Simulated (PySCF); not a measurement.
How methods differ on the excitation energy of Te⁺

Te⁺ [Kr] 4d10 5s2 5p3 (4S) → Te⁺ [Kr] 4d10 5s1 5p4 (4P), as a difference of total energies. Calculation: PySCF 2.14, in x2c-TZVPPall with one added diffuse shell each of s, p, d, f type (9s7p5d3f, 76 functions); scalar relativity by spin-free X2C-1e. Correlated levels: valence: [Kr] 4d10 frozen; valence and next inner shell: [Ar] 3d10 frozen. The calculations carry no spin-orbit coupling.

```
                                method  excitation energy (eV)
                                   UHF                   9.297
                                   LDA                   9.828
                                   PBE                   9.673
                                  PBE0                   9.631
                                r2SCAN                   9.414
                                 HSE06                   9.645
                               LC-wPBE                   9.682
                                 TPSSh                   9.556
                               wB97M-V                   9.650
                         MP2 (valence)                   9.273
                     SCS-MP2 (valence)                   9.265
    MP2 (valence and next inner shell)                   9.701
SCS-MP2 (valence and next inner shell)                   9.610
```

**Question.** How much does correlation contribute at MP2 (valence and next inner shell)?

**Answer.** 9.701 − (9.297) = 0.404 eV, measured against UHF.

A first-order spin-orbit estimate (lowest level to lowest level, LS coupling) adds -0.282 eV.
